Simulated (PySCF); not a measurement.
Excitations are Tamm–Dancoff values on a coarser integration grid. The basis has no diffuse functions, so Rydberg states are missing or too high.

Cartesian coordinates (Å):
```xyz
7

C      1.9104    -0.1727    -0.1017
C      0.7306     0.0264    -0.0320
C     -0.6780     0.3322     0.0563
O     -1.1257     1.4439     0.1601
O     -1.4342    -0.7831     0.0083
H      2.9572    -0.3482    -0.1635
H     -2.3604    -0.4985     0.0725
```
Charge 0, multiplicity 1.

**Question.** Estimate the dipole moment, S1 excitation (TDA) and HOMO that ωB97X-D3(BJ)/def2-TZVP // B3LYP-D3(BJ)/def2-TZVP (PySCF 2.14.0) returns for this input.

**Answer.** 
| Property | Result |
|---|---|
| dipole moment | 1.69 D |
| S1 excitation (TDA) | 5.15 eV |
| HOMO | -11.00 eV |
